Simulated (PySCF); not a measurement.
BH4O3, SMILES OB(O)[OH2+], charge +1.

Coordinates come from a PBE0-D3(BJ)/def2-SVP optimisation. The isomer is the one that the SMILES or the coordinates give; other isomers of the formula were not compared. One conformer was computed; it need not be the lowest.

The numbers are results of ωB97X/def2-TZVPD in PySCF, not measurements.

Gas-phase values at a fixed geometry.

```yaml
total_energy: -252.82964 hartree
highest_occupied_level: -17.90 eV
lowest_empty_level: -3.85 eV
orbital_gap: 14.05 eV
dipole_moment_about_the_centre_of_nuclear_charge: 4.27 D
mean_static_polarisability: 24.9 bohr³ (3.69 Å³)
polarisability_principal_values: 19.0, 26.7, 29.0 bohr³
```
